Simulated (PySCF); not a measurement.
Ti: excitation energy

Ti [Ar] 3d2 4s2 (3F) → Ti [Ar] 3d3 4s1 (5F), as a difference of total energies. Calculation: PySCF 2.14, in def2-TZVPPD; no relativity, point nucleus. Correlated levels: valence and next inner shell: [Ne] frozen. The calculations carry no spin-orbit coupling.

```tsv
method	excitation energy (eV)	difference from reference (eV)
UHF	0.585	-0.221
MP2 (valence and next inner shell)	0.471	-0.335
SCS-MP2 (valence and next inner shell)	0.984	+0.178
CCSD (valence and next inner shell)	0.741	-0.065
CCSD(T) (valence and next inner shell)	0.787	-0.019
```

Reference: 0.806 eV (measured; NIST levels, between the centres of gravity of the two terms).

These non-relativistic numbers lack the scalar-relativistic shift.

Errors of the correlated levels include the incompleteness of this basis and the frozen core.
